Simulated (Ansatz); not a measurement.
A structure relaxed at PBE0-D4/def2-TZVP, charge 0, multiplicity 1:

```xyz
11

C     1.0070   -1.7577    0.8778
C     0.5272   -0.5817    0.4895
N     1.0884    0.6290    0.0389
Si   -0.6017    0.7757    0.0993
N    -1.5313    0.9443   -1.2997
H     0.3334   -2.5466    1.1839
H     2.0732   -1.9635    0.9005
H     2.0530    0.9189    0.0619
H    -1.2425    1.6119    1.1361
H    -1.3577    0.4425   -2.1533
H    -2.3490    1.5271   -1.3349
```

Q: Give its formula and SMILES.

A: C2H6N2Si, `C=C1N[SiH]1N`.

Q: Summarise the bond lengths by kind.

A: 1 × C–C 1.328 Å; 2 × C–H 1.082 to 1.086 Å; 1 × C–N 1.408 Å; 1 × C–Si 1.808 Å; 2 × N–Si 1.688 to 1.698 Å; 3 × H–N 1.005 to 1.007 Å; 1 × H–Si 1.478 Å.

Program: Ansatz 0.2.0.
